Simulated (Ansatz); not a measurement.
Total energies of FH2NSn, SMILES `[NH2][Sn][F]`.

```xyz
5

N     0.563    0.008    0.435
Sn   -0.621    1.090   -0.766
F    -1.710   -0.469   -1.206
H     1.353    0.352    0.959
H     0.415   -0.981    0.577
```

Charge 0, multiplicity 1. Correlated methods include outer-core shells of Sn, which these sets cover unevenly. Sn: def2 effective core potential. The structure was optimised at the PBE0-D4/def2-TZVP level. It is one conformer, not always the lowest. Basis def2-TZVPP, Ansatz 0.2.0.

RPA on PBE orbitals: Hartree–Fock energy of these orbitals -368.48718 Eh, correlation -1.14125 Eh (frozen core).

```csv
functional,energy without D4 (Eh),D4 term (kJ/mol)
PBE,-370.07781,-7.9
revPBE,-370.23509,-23.1
```

Task: Give the same for LDA (SPW92), BLYP, r2SCAN, B97M-V, PBE0, B3LYP, r2SCANh, r2SCAN0, HSE06 (plane-wave form), BHLYP, CAM-B3LYP, LC-ωPBE, ωB97X-V, ωB97M-V, B2PLYP, PBE-QIDH. (Best estimate.)

Result: Ansatz gave: 
```tsv
functional	energy without D4 (Eh)	D4 term (kJ/mol)
LDA (SPW92)	-368.81266	–
BLYP	-370.17186	-17.7
r2SCAN	-370.24612	-1.7
B97M-V	-370.18838	–
PBE0	-370.08056	-6.6
B3LYP	-370.31536	-13.1
r2SCANh	-370.22363	-1.8
r2SCAN0	-370.19106	-2.0
HSE06 (plane-wave form)	-370.07220	-6.2
BHLYP	-370.09557	-10.9
CAM-B3LYP	-370.17689	-6.7
LC-ωPBE	-370.17547	–
ωB97X-V	-370.16177	–
ωB97M-V	-370.14351	–
B2PLYP	-369.93672	–
PBE-QIDH	-369.86149	–
```

B3LYP takes the VWN-RPA correlation (the form of Gaussian; ORCA's B3LYP/G). HSE06 is the plane-wave form, built on full-range PBE exchange. The double hybrids freeze the cores in their second-order part.

LC-ωPBE has ω = 0.4 bohr⁻¹.
